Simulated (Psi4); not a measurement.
C$_{3}$H$_{7}$ (SMILES [CH2-]CC), charge -1, singlet, geometry from GFN2-xTB (a gas-phase anion, which may not be bound at this level). Base run: R2SCAN/STO-3G (Psi4 1.11).

The Psi4 input:
```
memory 2 GB

molecule {
-1 1
C     0.00186015    0.10449024    0.56640373
C    -0.00172720    1.41771511   -0.19203030
C     0.00006446   -1.22825686   -0.25191409
H    -0.88084995    0.06118922    1.22991746
H     0.88915671    0.06252487    1.22385812
H     0.00293214   -2.12288703    0.38856881
H     0.88547984    1.38891864   -0.89834554
H    -0.89370483    1.38757606   -0.89225478
H    -0.88482823   -1.27117245   -0.89022816
H     0.88062988   -1.26984023   -0.89627193
}

set {
  basis sto-3g
}

energy('r2scan')
print_variables()
```

The base run was repeated with changes; each row names its change, and settings that it needs were set with it.

```
change                                            ΔE vs base (eV)  point group used  SCF cycles
------------------------------------------------  ---------------  ----------------  ----------
base                                                         0.00                c1           8
molecule keys = no_reorient                                  0.00                c1           8
molecule keys = symmetry c1                                  0.00                c1           8
molecule keys = symmetry c1, no_reorient, no_com             0.00                c1           8
jitter_ang = 0.002                                           0.00                c1           8
```

A gas-phase anion may not be bound at this level; its values then depend on the basis.
